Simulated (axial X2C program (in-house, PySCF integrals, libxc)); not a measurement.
## ZnC⁺: from the spin-free to the two-component result

Calculated with an in-house relativistic program for diatomic molecules. Spin-free means the one-electron spin-free X2C Hamiltonian; two-component (2c) means X2C with spin–orbit coupling and atomic mean-field two-electron Coulomb and Gaunt terms, so the difference of the two also holds small scalar two-electron terms. Basis: Zn dyall-cv3z [9s10p6d3f2g], C dyall-v3z [7s6p2d1f] (cores contracted in-house); Gaussian nuclei, density fitting, unrestricted open shells. Masses: Zn 63.929 u, C 12.000 u.

Spin-free state: M_S = 1/2, Λ = 1 (beyond evenly filled blocks: π+α); fragments Zn+ + C.

```
  level  Re (Å)  ωe (cm⁻¹)  De (eV)  μ (D)
   PBE0   2.067      434.6    1.616  -0.65
     HF   2.359      273.4    0.533   0.75
   CCSD   2.112      385.9    1.277    n/a
CCSD(T)   2.084      405.7      n/a    n/a
   BLYP   2.077      415.0    1.984  -0.09
```

Correlated methods: 15 electrons correlated (number of frozen shells: Zn 3 s, 2 p; C 1 s), 225 virtual spin orbitals or spinors in MP2, 90 natural virtuals in coupled cluster.

Dipoles are positive if C is the positive end and refer to the centre of mass.

(1) Within this multiplet, which Ω should lie lowest by the rule for regular and inverted multiplets?

Two-component determinant lowest at the distance of the search:

Ω = 1/2 (⟨Sz⟩ = -0.50, ⟨Lz⟩ = 1.00 at HF); fragments Zn+ + C.

```csv
level,Re (Å),ωe (cm⁻¹),De (eV),μ (D)
PBE0,2.066,434.8,1.619,-0.65
HF,2.359,273.3,0.535,0.75
CCSD,2.111,385.9,1.279,n/a
CCSD(T),2.084,405.6,n/a,n/a
BLYP,2.076,415.2,1.988,-0.10
```

(2) From the two tables, how do the constants change at the CCSD(T) level (2c against spin-free)?

Occupations by symmetry block were frozen at the best pattern of an incomplete PBE0 search. Dissociation energies refer to the lowest single-determinant-based atoms at the same level and basis. De is not given where an atomic determinant may have missed its ground term or J level, or where the truncated virtual space spoils (T). Density functionals use the spin component along the axis (collinear). Coupled cluster ran in a truncated set of natural virtual spinors; the MP2 energy of the rest was added. (T) has no such correction and the atoms are truncated less, which lowers De at CCSD(T) by a hundredth of an eV or more. In 2c an atomic determinant is not the ground J level, so De misses part of the atomic spin–orbit lowering. This holds for PBE0, CCSD, BLYP. Without a current term, density functionals place determinants with orbital angular momentum somewhat too high. The determinant is spin-polarised beyond a pure state at some levels (its spin-free form has ⟨S²⟩ too high), which makes Re and μ there less reliable.

Answers

(1) The open π shell holds one electron, so the multiplet is regular: Ω = Λ − 1/2 = 1/2. The PBE0 2c search agrees, though Ω = 3/2 of the search lies only 0.01 eV higher.

(2) At the CCSD(T) level Re is unchanged within 0.001 Å and ωe doesn't move by more than 0.2 cm⁻¹.
